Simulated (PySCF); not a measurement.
## Er⁴²⁺ (erbium, charge +42) across methods

[Ar] 3d8, high-spin 3F determinant. All numbers are calculated (PySCF 2.14, no relativity, point nucleus, in an uncontracted even-tempered set (16 s from 8.4 bohr⁻², ratio 2.5; 11 p from 11 bohr⁻², ratio 2.5; 8 d from 11 bohr⁻², ratio 2.5; 4 f from 45 bohr⁻², ratio 2.7; 3 g from 68 bohr⁻², ratio 2.7)). The B2PLYP total includes its PT2 part (frozen core); its orbital energies are those of the SCF part.

| method | E (hartree) | mean ε 3p β (eV) | mean ε 3d α (eV) | mean ε 3d β (eV) | Σ⟨r²⟩ (bohr²) | ⟨S²⟩ |
| --- | --- | --- | --- | --- | --- | --- |
| PBE | -11260.85 | -3635.2 | -3350.7 | -3341.6 | 0.8945 | 2.000 |
| PBE0 | -11261.14 | -3652.5 | -3367.2 | -3357.2 | 0.8943 | 2.000 |
| B2PLYP | -11261.68 | -3671.0 | -3384.8 | -3374.0 | 0.8941 | 2.000 |
| r2SCAN | -11261.80 | -3642.6 | -3356.7 | -3347.8 | 0.8940 | 2.000 |
| LDA | -11253.28 | -3634.1 | -3350.1 | -3340.1 | 0.8950 | 2.000 |
| B97-3 | -11261.12 | -3654.1 | -3368.8 | -3358.6 | 0.8939 | 2.000 |
| UHF | -11260.54513 | -3702.1 | -3414.5 | -3401.8 | 0.8937 | 2.000 |

A non-relativistic calculation at this Z misses sizeable relativistic shifts. Spin-orbit coupling is strong in this species (close to jj coupling), so the high-spin LS determinant is a model state, not a physical level.
